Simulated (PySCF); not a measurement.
# C₆ coefficients of unlike pairs at UHF

Calculated with PySCF 2.14 from the dipole response of each species, C₆(A,B) = (3/π) ∫ α_A(iu) α_B(iu) du, in atomic units, from isotropic polarisabilities. For ions this is the dispersion term alone; charge-induced terms of lower order in 1/R come first.

```json
{"species": "Nb³⁺", "configuration": "[Kr] 4d2 (3F)", "basis": "aug-cc-pwCVTZ-PP with ECP28MDF (8s8p7d4f3g)", "relativity": "core potential", "α (bohr³)": "5.647", "C₆ (like pair)": "24.32"}
{"species": "Sn", "configuration": "[Kr] 4d10 5s2 5p2 (3P)", "basis": "x2c-TZVPPall with one added diffuse shell each of s, p, d, f type (9s7p5d3f)", "relativity": "spin-free X2C", "α (bohr³)": "56.98", "C₆ (like pair)": "635.5"}
{"species": "C", "configuration": "[He] 2s2 2p2 (3P)", "basis": "aug-cc-pV5Z (7s6p5d4f3g2h)", "relativity": "none", "α (bohr³)": "11.97", "C₆ (like pair)": "46.31"}
```

Problem. Estimate C₆ for C with Nb³⁺.

Solution. The integral gives 31.01. The combination rule 2 C_A C_B / (C_A α_B/α_A + C_B α_A/α_B) gives 30.69 and the geometric mean 33.56.

No spin-orbit coupling is included.

The other pairs:

| pair | C₆ |
| --- | --- |
| Sn, Nb³⁺ | 104.8 |
| C, Sn | 167.4 |
